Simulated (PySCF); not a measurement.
BrPb (SMILES [Br][Pb+]), charge +1, singlet, geometry from GFN2-xTB (such geometries of metal compounds can be far from the true shape) (core potentials on Pb), with bond 1-2 at 1.6 times its length. Base run: CAMB3LYP/def2-SVP (PySCF).

PySCF was given this input:
```python
from pyscf import gto, scf, dft

mol = gto.Mole()
mol.atom = '''
    Pb    0.00000000    0.00000000   -2.22215582
    Br    0.00000000    0.00000000    1.73209864
'''
mol.basis = 'def2-svp'
mol.ecp = {'Pb': 'def2-svp'}
mol.charge = 1
mol.verbose = 4
mol.build()

mf = dft.RKS(mol)
mf.xc = 'camb3lyp'
mf.kernel()
mf.analyze()
```

Each row names what was changed in the base input (with any setting that the change needs).

```
change                                       ΔE vs base (mEh)  SCF cycles        outcome
-------------------------------------------  ----------------  ----------  -------------
base                                                    0.000          17      converged
conv_tol = 1e-6                                         0.000          16      converged
init_guess = atom                                       0.000          16      converged
diis_space = 20                                         0.000          18      converged
conv_tol = 1e-12                                        0.000          23      converged
diis_space = 12                                         0.000          17      converged
diis = off (with mf.max_cycle = 100)                        -         100  not converged
conv_tol_grad = 1e-7                                    0.000          19      converged
solver = newton                                         0.000           -      converged
conv_tol = 1e-4                                         0.009          13      converged
level_shift = 0.1 (with mf.max_cycle = 100)             0.000          23      converged
conv_tol_grad = 1e-3                                    0.000          17      converged
init_guess = mod_huckel                                 0.000          25      converged
```
